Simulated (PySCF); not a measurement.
# What a mistake does to a calculation on BCGeH6Si

These are calculations, not measurements. They come from PySCF 2.14.0, an open-source quantum chemistry program, on an isolated molecule that a program drew, which may never have been made. The molecule is BCGeH6Si (charge 0, doublet), drawn as the SMILES string `B=[C]([SiH2])[GeH3]`.

Each row is a Hartree-Fock (HF) and frozen-core CCSD(T) single point in the cc-pV(D+d)Z basis, meant for a local HF minimum. Run 1 is clean. Each other run has one planted mistake out of seven kinds, and not every kind appears here: one electron removed, one electron added, multiplicity raised by two, geometry at a saddle point, minimal basis STO-3G, one bond length entered in bohr, all coordinates scaled. The reference is restricted for singlets and unrestricted otherwise, and also for a bond in bohr. Adding or removing an electron swaps singlet and doublet. Electrons count all cores. HOMO and LUMO are orbital energies over both spins, the gradient is its largest component, and the lowest frequency (negative if imaginary) is given only where the gradient is small. Bond lengths are over the 9 bonds as drawn. T1 is the CCSD diagnostic: over 0.02 (restricted) or 0.045 (unrestricted) a single reference is doubtful. Germanium has the cc-pVDZ-PP basis, with a core potential (ECP10MDF) in place of its 10 inner electrons, and its 3s, 3p and 3d shells are frozen in CCSD(T).

Geometry of the clean run:
```xyz
10
BCGeH6Si, angstrom
B    -1.2418    4.0496   -1.5155
C    -1.5219    2.7845   -1.0500
Si   -1.6951    1.3938   -2.2574
Ge   -1.6779    2.5163    0.8778
H    -1.0028    5.1288   -1.9170
H    -1.6911    1.8892   -3.6585
H    -2.9256    0.5984   -2.0142
H    -3.0812    2.0060    1.2201
H    -1.4334    3.8404    1.6108
H    -0.6466    1.4855    1.3486
```

| run | electrons | basis functions | <S^2> | HOMO (eV) | LUMO (eV) | gradient (hartree/bohr) | lowest frequency (cm^-1) | mean bond (Å) | longest bond (Å) | T1 | HF (hartree) | CCSD(T) (hartree) | mistake |
|---|---|---|---|---|---|---|---|---|---|---|---|---|---|
| 1 | 63 | 104 | 0.774 | -7.94 | 1.57 | 1.8e-05 | 92 | 1.5471 | 1.953 | 0.0174 | -648.27135 | -648.73505 | no fault |
| 2 | 64 | 104 | 0.000 | -0.31 | 6.79 | 5.4e-02 | - | 1.5471 | 1.953 | 0.0288 | -648.24380 | -648.74781 | one electron added |
| 3 | 63 | 104 | 3.772 | -6.09 | -0.55 | 1.2e-01 | - | 1.5471 | 1.953 | 0.0179 | -648.16114 | -648.59226 | multiplicity raised by two |
| 4 | 63 | 104 | 1.577 | -8.25 | 1.56 | 3.3e-02 | - | 1.6634 | 2.222 | 0.0612 | -648.14359 | -648.60481 | ? |

**Which mistake was planted in run 4, and what did it cost?**

The mean bond changes by a factor of 1.075 and the longest by 1.138, so the molecule wasn't scaled as a whole. A length L in bohr read as angstrom grows by (1/0.5292 - 1) L = 0.890 L. The 9 bonds together grew by 9 x 0.1163 = 1.047 Å, which gives L = 1.176 Å. That is bond B1-H5, 1.176 Å in the clean geometry. So the mistake is: one bond length entered in bohr. Subtracting run 1 and multiplying by 627.51 kcal/mol a hartree, the energy moved by 80.2 kcal/mol in HF and 81.7 kcal/mol in CCSD(T).

Cautions from the logs. Run 2: T1 is over the limit, so its CCSD(T) energy is less reliable; run 4: T1 is over the limit, so its CCSD(T) energy is less reliable.
